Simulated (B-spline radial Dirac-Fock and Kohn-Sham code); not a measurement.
Z = 62 (samarium), transition energy 17.4 keV. Calculated with a radial finite-basis atomic code, using a Dirac-Hartree-Slater potential of the neutral atom with a Latter tail (no hole, which puts coefficients of high multipoles low close above an edge), finite nucleus with surface currents. The K shell is not open to conversion at this energy. Subshells that would emit electrons below 1 keV are left out.

Problem. A pure transition shows α(L) = 1.59e+06, L1/L2 = 17.7 and L1/L3 = 0.146. What is its multipolarity?
A. M1
B. M4
C. M2
D. E3
E. E1
F. M3
G. E4
H. E2

Solution. F. For comparison, α(L), L1/L2, L1/L3 are E1 4.69, 1.12, 0.714; E2 4510, 0.0110, 0.00771; E3 726000, 0.0137, 0.00968; E4 4.29e+07, 0.0111, 0.00767; M1 35.5, 10.7, 55.0; M2 7310, 17.1, 1.73; M4 1.52e+08, 15.4, 0.0404.
